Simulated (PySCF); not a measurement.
Computed IR spectrum (relative IR intensity) of a molecule C4H7Cl. Geometry: PBE-D3(BJ)/def2-SVP. Other conformers were not sampled. Method: PBE-D3(BJ)/def2-SVP (PySCF). Frequencies are harmonic and unscaled.

Lines under 2 % of the strongest are left out, and lines within 2 cm⁻¹ are merged.

| ν (cm⁻¹) | relative intensity |
|---|---|
| 99 | 5.3 |
| 213 | 4.1 |
| 320 | 7.4 |
| 424 | 9.2 |
| 613 | 34 |
| 741 | 100 |
| 763 | 33 |
| 905 | 89 |
| 909 | 9.0 |
| 951 | 10 |
| 994 | 37 |
| 1037 | 13 |
| 1061 | 5.8 |
| 1197 | 30 |
| 1245 | 2.3 |
| 1267 | 7.0 |
| 1293 | 44 |
| 1379 | 3.7 |
| 1408 | 5.6 |
| 1418 | 13 |
| 1674 | 20 |
| 2971 | 24 |
| 3006 | 51 |
| 3032 | 8.1 |
| 3061 | 42 |
| 3071 | 10 |
| 3076 | 35 |
| 3168 | 25 |

### Question
Identify the compound among the candidates.
A) CC(C)=CCl
B) ClC1CCC1
C) C[C@@H]1C[C@H]1Cl
D) C=CCCCl

### Answer
D, C=CCCCl
